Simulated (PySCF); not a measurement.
## Electron correlation in I⁺ (iodine, charge +1)

[Kr] 4d10 5s2 5p3 6s1, high-spin 5S determinant (an excited configuration). Calculation: PySCF 2.14, in aug-cc-pVQZ-PP with ECP28MDF (7s7p5d3f2g, 92 functions); scalar relativity through the core potential. Frozen: 4s2 4p6 4d10; 6 electrons correlated.

```tsv
level	correlation energy (mhartree)
CCSD	-98.17
(T)	-3.86
CCSD(T)	-102.03
```

Diagnostics: T1 = 0.012, D1 = 0.0429, largest double amplitude 0.037.

Task: Is a single reference adequate?

Result: Yes, within this model without spin-orbit coupling: T1 lies below 0.03 and no double amplitude reaches 0.07.
